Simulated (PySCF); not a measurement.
TiOCl, SMILES [O]=[Ti][Cl] (connectivity only; charge and spin as stated), neutral, multiplicity 2.

Geometry: PBE0-D3(BJ)/def2-TZVP. The multiplicity is an assumed one; other spin states were not compared.

Calculation: TDA-PBE/def2-SVPD (PySCF 2.14.0).

Vertical excitations. 

```json
[
 {"state": "root 1", "energy (eV)": "0.46", "λ (nm)": "2714", "f": "0.000", "main pairs": "α HOMO→LUMO+1 100 %"},
 {"state": "root 2", "energy (eV)": "0.69", "λ (nm)": "1795", "f": "0.001", "main pairs": "α HOMO→LUMO 99 %"},
 {"state": "root 3", "energy (eV)": "1.97", "λ (nm)": "628", "f": "0.009", "main pairs": "α HOMO→LUMO+2 99 %"},
 {"state": "root 4", "energy (eV)": "2.51", "λ (nm)": "494", "f": "0.004", "main pairs": "α HOMO→LUMO+3 99 %"},
 {"state": "root 5", "energy (eV)": "3.45", "λ (nm)": "359", "f": "0.004", "main pairs": "α HOMO−1→LUMO 95 %"},
 {"state": "root 6", "energy (eV)": "3.62", "λ (nm)": "343", "f": "0.000", "main pairs": "α HOMO−1→LUMO+1 98 %"},
 {"state": "root 7", "energy (eV)": "3.72", "λ (nm)": "334", "f": "0.007", "main pairs": "α HOMO→LUMO+4 96 %"},
 {"state": "root 8", "energy (eV)": "3.73", "λ (nm)": "333", "f": "0.002", "main pairs": "α HOMO−2→LUMO 99 %"},
 {"state": "root 9", "energy (eV)": "3.89", "λ (nm)": "319", "f": "0.003", "main pairs": "α HOMO−2→LUMO+1 22 %, α HOMO−3→LUMO 15 %, β HOMO→LUMO 59 %"},
 {"state": "root 10", "energy (eV)": "3.90", "λ (nm)": "318", "f": "0.005", "main pairs": "α HOMO−2→LUMO+1 65 %, β HOMO→LUMO 15 %, β HOMO−1→LUMO+1 12 %"}
]
```
Unrestricted roots are not spin-pure.
